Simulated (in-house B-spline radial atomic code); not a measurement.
Whole-atom quantities along the 14-electron series, configuration 1s2 2s2 2p6 3s2 3p1/2(2). Breit and QED terms are first order and not part of the total energy; the density at the nucleus is averaged over the nuclear charge. Computed with an all-electron radial atomic-structure program (B-spline basis): Dirac-Hartree-Fock, jj configuration that fills j = l - 1/2 first, finite nuclei.

```json
{"ion": "Nb27+", "Z": "41", "E/Z² (Eh)": "-1.9675", "Σ<r²> (bohr²)": "0.84957", "n(0)/Z³ (bohr⁻³)": "1.171", "Lamb diamagnetic shielding (ppm)": "3126.83", "repulsion over attraction": "0.065473", "Breit energy (eV)": "55.5", "self-energy (eV)": "45.433", "vacuum polarisation (eV)": "-5.0504"}
{"ion": "Mo28+", "Z": "42", "E/Z² (Eh)": "-1.9762", "Σ<r²> (bohr²)": "0.79993", "n(0)/Z³ (bohr⁻³)": "1.1982", "Lamb diamagnetic shielding (ppm)": "3215.52", "repulsion over attraction": "0.063961", "Breit energy (eV)": "60.016", "self-energy (eV)": "49.408", "vacuum polarisation (eV)": "-5.5833"}
{"ion": "Tc29+", "Z": "43", "E/Z² (Eh)": "-1.9847", "Σ<r²> (bohr²)": "0.75439", "n(0)/Z³ (bohr⁻³)": "1.2289", "Lamb diamagnetic shielding (ppm)": "3304.77", "repulsion over attraction": "0.062512", "Breit energy (eV)": "64.776", "self-energy (eV)": "53.628", "vacuum polarisation (eV)": "-6.1598"}
{"ion": "Ru30+", "Z": "44", "E/Z² (Eh)": "-1.9929", "Σ<r²> (bohr²)": "0.71251", "n(0)/Z³ (bohr⁻³)": "1.2588", "Lamb diamagnetic shielding (ppm)": "3394.6", "repulsion over attraction": "0.061123", "Breit energy (eV)": "69.789", "self-energy (eV)": "58.104", "vacuum polarisation (eV)": "-6.7822"}
{"ion": "Rh31+", "Z": "45", "E/Z² (Eh)": "-2.001", "Σ<r²> (bohr²)": "0.67391", "n(0)/Z³ (bohr⁻³)": "1.2918", "Lamb diamagnetic shielding (ppm)": "3485.04", "repulsion over attraction": "0.059791", "Breit energy (eV)": "75.061", "self-energy (eV)": "62.845", "vacuum polarisation (eV)": "-7.4537"}
{"ion": "Pd32+", "Z": "46", "E/Z² (Eh)": "-2.009", "Σ<r²> (bohr²)": "0.63824", "n(0)/Z³ (bohr⁻³)": "1.3253", "Lamb diamagnetic shielding (ppm)": "3576.09", "repulsion over attraction": "0.058511", "Breit energy (eV)": "80.601", "self-energy (eV)": "67.862", "vacuum polarisation (eV)": "-8.177"}
{"ion": "Ag33+", "Z": "47", "E/Z² (Eh)": "-2.0168", "Σ<r²> (bohr²)": "0.60523", "n(0)/Z³ (bohr⁻³)": "1.3612", "Lamb diamagnetic shielding (ppm)": "3667.8", "repulsion over attraction": "0.057281", "Breit energy (eV)": "86.415", "self-energy (eV)": "73.165", "vacuum polarisation (eV)": "-8.9555"}
{"ion": "Cd34+", "Z": "48", "E/Z² (Eh)": "-2.0244", "Σ<r²> (bohr²)": "0.5746", "n(0)/Z³ (bohr⁻³)": "1.3966", "Lamb diamagnetic shielding (ppm)": "3760.17", "repulsion over attraction": "0.056098", "Breit energy (eV)": "92.512", "self-energy (eV)": "78.767", "vacuum polarisation (eV)": "-9.7919"}
{"ion": "In35+", "Z": "49", "E/Z² (Eh)": "-2.032", "Σ<r²> (bohr²)": "0.54614", "n(0)/Z³ (bohr⁻³)": "1.4359", "Lamb diamagnetic shielding (ppm)": "3853.24", "repulsion over attraction": "0.054959", "Breit energy (eV)": "98.899", "self-energy (eV)": "84.679", "vacuum polarisation (eV)": "-10.691"}
{"ion": "Sn36+", "Z": "50", "E/Z² (Eh)": "-2.0394", "Σ<r²> (bohr²)": "0.51965", "n(0)/Z³ (bohr⁻³)": "1.4755", "Lamb diamagnetic shielding (ppm)": "3947.02", "repulsion over attraction": "0.053862", "Breit energy (eV)": "105.58", "self-energy (eV)": "90.912", "vacuum polarisation (eV)": "-11.655"}
{"ion": "Sb37+", "Z": "51", "E/Z² (Eh)": "-2.0467", "Σ<r²> (bohr²)": "0.49494", "n(0)/Z³ (bohr⁻³)": "1.5173", "Lamb diamagnetic shielding (ppm)": "4041.55", "repulsion over attraction": "0.052804", "Breit energy (eV)": "112.58", "self-energy (eV)": "97.479", "vacuum polarisation (eV)": "-12.688"}
{"ion": "Te38+", "Z": "52", "E/Z² (Eh)": "-2.0539", "Σ<r²> (bohr²)": "0.47186", "n(0)/Z³ (bohr⁻³)": "1.559", "Lamb diamagnetic shielding (ppm)": "4136.85", "repulsion over attraction": "0.051783", "Breit energy (eV)": "119.88", "self-energy (eV)": "104.39", "vacuum polarisation (eV)": "-13.794"}
{"ion": "I39+", "Z": "53", "E/Z² (Eh)": "-2.0611", "Σ<r²> (bohr²)": "0.45027", "n(0)/Z³ (bohr⁻³)": "1.6056", "Lamb diamagnetic shielding (ppm)": "4232.95", "repulsion over attraction": "0.050797", "Breit energy (eV)": "127.51", "self-energy (eV)": "111.67", "vacuum polarisation (eV)": "-14.979"}
{"ion": "Xe40+", "Z": "54", "E/Z² (Eh)": "-2.0682", "Σ<r²> (bohr²)": "0.43005", "n(0)/Z³ (bohr⁻³)": "1.6526", "Lamb diamagnetic shielding (ppm)": "4329.88", "repulsion over attraction": "0.049845", "Breit energy (eV)": "135.47", "self-energy (eV)": "119.31", "vacuum polarisation (eV)": "-16.246"}
{"ion": "Cs41+", "Z": "55", "E/Z² (Eh)": "-2.0752", "Σ<r²> (bohr²)": "0.41107", "n(0)/Z³ (bohr⁻³)": "1.7028", "Lamb diamagnetic shielding (ppm)": "4427.67", "repulsion over attraction": "0.048924", "Breit energy (eV)": "143.77", "self-energy (eV)": "127.35", "vacuum polarisation (eV)": "-17.6"}
{"ion": "Ba42+", "Z": "56", "E/Z² (Eh)": "-2.0822", "Σ<r²> (bohr²)": "0.39324", "n(0)/Z³ (bohr⁻³)": "1.7542", "Lamb diamagnetic shielding (ppm)": "4526.34", "repulsion over attraction": "0.048033", "Breit energy (eV)": "152.42", "self-energy (eV)": "135.79", "vacuum polarisation (eV)": "-19.045"}
{"ion": "La43+", "Z": "57", "E/Z² (Eh)": "-2.0891", "Σ<r²> (bohr²)": "0.37647", "n(0)/Z³ (bohr⁻³)": "1.8092", "Lamb diamagnetic shielding (ppm)": "4625.94", "repulsion over attraction": "0.047171", "Breit energy (eV)": "161.43", "self-energy (eV)": "144.65", "vacuum polarisation (eV)": "-20.589"}
{"ion": "Ce44+", "Z": "58", "E/Z² (Eh)": "-2.096", "Σ<r²> (bohr²)": "0.36068", "n(0)/Z³ (bohr⁻³)": "1.8663", "Lamb diamagnetic shielding (ppm)": "4726.48", "repulsion over attraction": "0.046335", "Breit energy (eV)": "170.81", "self-energy (eV)": "153.94", "vacuum polarisation (eV)": "-22.235"}
{"ion": "Pr45+", "Z": "59", "E/Z² (Eh)": "-2.1028", "Σ<r²> (bohr²)": "0.34578", "n(0)/Z³ (bohr⁻³)": "1.9266", "Lamb diamagnetic shielding (ppm)": "4828.02", "repulsion over attraction": "0.045525", "Breit energy (eV)": "180.56", "self-energy (eV)": "163.68", "vacuum polarisation (eV)": "-23.991"}
{"ion": "Nd46+", "Z": "60", "E/Z² (Eh)": "-2.1097", "Σ<r²> (bohr²)": "0.33172", "n(0)/Z³ (bohr⁻³)": "1.9893", "Lamb diamagnetic shielding (ppm)": "4930.57", "repulsion over attraction": "0.044739", "Breit energy (eV)": "190.7", "self-energy (eV)": "173.89", "vacuum polarisation (eV)": "-25.863"}
{"ion": "Pm47+", "Z": "61", "E/Z² (Eh)": "-2.1165", "Σ<r²> (bohr²)": "0.31844", "n(0)/Z³ (bohr⁻³)": "2.0522", "Lamb diamagnetic shielding (ppm)": "5034.17", "repulsion over attraction": "0.043977", "Breit energy (eV)": "201.23", "self-energy (eV)": "184.59", "vacuum polarisation (eV)": "-27.855"}
{"ion": "Sm48+", "Z": "62", "E/Z² (Eh)": "-2.1233", "Σ<r²> (bohr²)": "0.30586", "n(0)/Z³ (bohr⁻³)": "2.1108", "Lamb diamagnetic shielding (ppm)": "5138.85", "repulsion over attraction": "0.043237", "Breit energy (eV)": "212.17", "self-energy (eV)": "195.79", "vacuum polarisation (eV)": "-29.972"}
{"ion": "Eu49+", "Z": "63", "E/Z² (Eh)": "-2.1301", "Σ<r²> (bohr²)": "0.29396", "n(0)/Z³ (bohr⁻³)": "2.1811", "Lamb diamagnetic shielding (ppm)": "5244.69", "repulsion over attraction": "0.042518", "Breit energy (eV)": "223.53", "self-energy (eV)": "207.51", "vacuum polarisation (eV)": "-32.23"}
{"ion": "Gd50+", "Z": "64", "E/Z² (Eh)": "-2.1369", "Σ<r²> (bohr²)": "0.28267", "n(0)/Z³ (bohr⁻³)": "2.2529", "Lamb diamagnetic shielding (ppm)": "5351.7", "repulsion over attraction": "0.041819", "Breit energy (eV)": "235.31", "self-energy (eV)": "219.78", "vacuum polarisation (eV)": "-34.631"}
{"ion": "Tb51+", "Z": "65", "E/Z² (Eh)": "-2.1438", "Σ<r²> (bohr²)": "0.27196", "n(0)/Z³ (bohr⁻³)": "2.345", "Lamb diamagnetic shielding (ppm)": "5459.99", "repulsion over attraction": "0.041139", "Breit energy (eV)": "247.54", "self-energy (eV)": "232.62", "vacuum polarisation (eV)": "-37.196"}
{"ion": "Dy52+", "Z": "66", "E/Z² (Eh)": "-2.1506", "Σ<r²> (bohr²)": "0.26179", "n(0)/Z³ (bohr⁻³)": "2.4096", "Lamb diamagnetic shielding (ppm)": "5569.43", "repulsion over attraction": "0.040477", "Breit energy (eV)": "260.2", "self-energy (eV)": "246.04", "vacuum polarisation (eV)": "-39.903"}
```

Q: With what power of Z does the column «vacuum polarisation (eV)» change over this range?

A: A fit of the logarithm of its size against log Z from Z = 41 to 66 has slope 4.34.
